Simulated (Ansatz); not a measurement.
Ideal-gas functions of C₂HF₃Si, SMILES `C#C[Si](F)(F)F` at 298.15 K and 1 bar, from an Ansatz frequency run at PBE0-D4/def2-TZVP.

Molar mass 110.11 g/mol, point group C3v (symmetry number 3), electronic degeneracy 1, moments of inertia 122.773, 234.044, 234.045 u Å². Harmonic wavenumbers (cm⁻¹, unscaled): 134, 134, 284, 284, 360, 401, 401, 650, 758, 758, 894, 1004, 1004, 2190, 3463.

Use S(trans) = R[1.5 ln M + 2.5 ln T − 1.1517]; rotational temperatures θ = 24.2544 K / I; S(rot) = R[ln(√π/σ · √(T³/θAθBθC)) + 1.5]; for each mode x = 1.438777 ν̃/T, S = R[x/(eˣ − 1) − ln(1 − e⁻ˣ)] and H = RT x/(eˣ − 1); 1 cm⁻¹ = 0.0119627 kJ/mol; R = 8.31446 J/(mol·K).

By hand: the entropy, in J/(mol·K).

Translation 167.5. Rotation: θ = 0.1976, 0.1036, 0.1036 K, giving 104.7. Vibration, mode by mode: 12.08, 12.08, 6.32, 6.32, 4.69, 4.01, 4.01, 1.55, 1.02, 1.02, 0.60, 0.39, 0.39, 0.00, 0.00, in all 54.5. Electronic 0.0. Sum 326.7 J/(mol·K).

By hand: H − E and G − E in kJ/mol, counted from the electronic energy.

Zero-point energy ½ × 12719 × 0.0119627 = 76.1; thermal vibration 9.5; translation, rotation and pV give 4 RT = 9.9. H − E = 95.5 kJ/mol, and G − E = 95.5 − 298.15 × 326.7/1000 = -1.9 kJ/mol.

Vibration gives 17 % of the entropy, 24.2 J/(mol·K) of it from the modes under 150 cm⁻¹: soft modes count most, and the harmonic formula is weakest for them.
